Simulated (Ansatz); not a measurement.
Consider the redistribution: `O[SiH]([SiH3])Cl` + `C#C[SiH](Cl)OC` → `CO[Si@H](Cl)[Si@H](O)Cl` + `C#C[SiH3]`.

Gas-phase electronic energies from Ansatz, PBE0-D4/def2-TZVP geometries. CBS: MP2 limit from def2 TZ/QZ plus the TZ coupled-cluster correction, frozen cores. DFT in def2-TZVPP. One conformer a species, not always the lowest.

| level | ΔE (kJ/mol) | difference from CCSD(T)/CBS |
| --- | --- | --- |
| ωB97X-V | 10.8 | -1.3 |
| B2PLYP | 11.5 | -0.6 |
| PBE | 9.9 | -2.2 |
| PBE0 | 12.0 | -0.1 |
| HF/def2-TZVPP | 13.4 | 1.3 |
| CCSD/def2-TZVPP | 13.5 | 1.4 |
| CCSD(T)/def2-TZVPP | 13.0 | 0.9 |
| HF/def2-QZVPP | 13.6 | 1.5 |
| MP2/def2-QZVPP | 12.8 | 0.7 |
| MP2/CBS(def2) | 12.3 | 0.2 |
| CCSD(T)/CBS | 12.1 | 0 |

Largest T1 diagnostic among the species: 0.013.
